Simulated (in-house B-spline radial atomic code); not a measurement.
**OLYP excitations of Ne IX (Ne8+)**

Method: OLYP. Computed with a B-spline radial code for spherical atoms: linear response of the closed shell 1s2 with the functional's adiabatic kernel; non-relativistic, point nucleus, no spin-orbit coupling, no double excitations, S, P, D and F terms only.

Command:
```bash
python run_td.py task.json out
```
Settings (radii: box in bohr, nucleus in fm):
```
Z                        10
electrons                2
configuration            1s2
hamiltonian              nr
method                   optx,lyp
box_radius               11.59
intervals                47
```

Cost of the run: 0.1 s on 1 thread of Arm Neoverse N1 (shared host).

The lowest states, in the order of their Tamm-Dancoff energies; the method's threshold (minus the highest occupied level) is 1135.72 eV. Labels give the largest channel, * marks a mixed state, and oscillator strengths are full-response dipole values. Semilocal kernels can invert the small singlet-triplet splittings of Rydberg terms. Energies in eV:

```
     state  full response  Tamm-Dancoff  oscillator strength
1s → 2s 3S         868.92        868.95                    -
1s → 2p 3P         882.65        882.70                    -
1s → 2s 1S         886.25        886.43                    -
1s → 2p 1P         896.79        896.85                0.649
1s → 3s 3S        1029.13       1029.14                    -
1s → 3d 3D        1031.09       1031.09                    -
1s → 3s 1S        1032.38       1032.42                    -
1s → 3p 3P              ?             ?                    -
1s → 3d 1D        1033.97       1033.99                    -
1s → 3p 1P        1035.38       1035.39                0.136
1s → 4s 3S              ?             ?                    -
1s → 4d 3D        1078.30       1078.30                    -
1s → 4s 1S        1078.64       1078.66                    -
1s → 4p 3P        1078.77       1078.78                    -
1s → 4d 1D        1079.41       1079.42                    -
1s → 4p 1P        1079.79       1079.79               0.0528
1s → 4f 3F        1080.87       1080.87                    -
1s → 4f 1F        1080.99       1080.99                    -
```

Problem. Where does 1s → 3p 3P lie?

Solution. At 1032.91 eV in full response, 1032.92 eV in Tamm-Dancoff.

Problem. Where does 1s → 4s 3S lie?

Solution. At 1077.37 eV in full response, 1077.38 eV in Tamm-Dancoff.

Problem. How large is the singlet-triplet splitting of 1s → 2s (S terms) in Tamm-Dancoff?

Solution. 17.5 eV, from the unrounded values.

Problem. What polarisabilities and dispersion coefficient does the method give?

Solution. Dipole 0.001064 bohr³, quadrupole 4.167e-05 bohr⁵, C6 3.301e-05 hartree·bohr⁶ for two such species.
